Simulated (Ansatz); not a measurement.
One change: `F/C=[C](/F)[GaH2]` becomes `F/C=C(\F)CF`.

Ansatz, PBE0-D4/def2-TZVP geometries, multiplicity 1. Each molecule was computed in one conformer, which needn't be the lowest.

Scalar relativity is left out up to krypton.

| property | `F/C=[C](/F)[GaH2]` |
| --- | --- |
| HOMO energy (ωB97M-V/def2-TZVPP) / eV | -9.76 |
| zero-point energy (PBE0-D4/def2-TZVP) / kJ/mol | 105.1 |
| HOMO energy (PBE0/def2-TZVPP) / eV | -7.53 |
| size of the dipole moment (B3LYP/def2-TZVPP) / D | 0.28 |
| HOMO–LUMO gap (ωB97M-V/def2-TZVPP) / eV | 9.44 |
| HOMO–LUMO gap (PBE/def2-TZVPP) / eV | 3.41 |

(1) Give the same properties after the change, and the shifts. (An estimate is asked.)

Answers

(1) The calculation gave: 
| property | `F/C=C(\F)CF` | shift |
| --- | --- | --- |
| HOMO energy (ωB97M-V/def2-TZVPP) / eV | -9.76 | 0.00 |
| zero-point energy (PBE0-D4/def2-TZVP) / kJ/mol | 153.2 | 48.1 |
| HOMO energy (PBE0/def2-TZVPP) / eV | -7.49 | 0.04 |
| size of the dipole moment (B3LYP/def2-TZVPP) / D | 1.50 | 1.22 |
| HOMO–LUMO gap (ωB97M-V/def2-TZVPP) / eV | 12.31 | 2.87 |
| HOMO–LUMO gap (PBE/def2-TZVPP) / eV | 5.54 | 2.13 |

The zero-point energy changes by 48.1 kJ/mol with +3 modes. Dipoles are sizes alone; their direction can turn.

B3LYP here is the variant with VWN-RPA as its local correlation; programs differ in this.
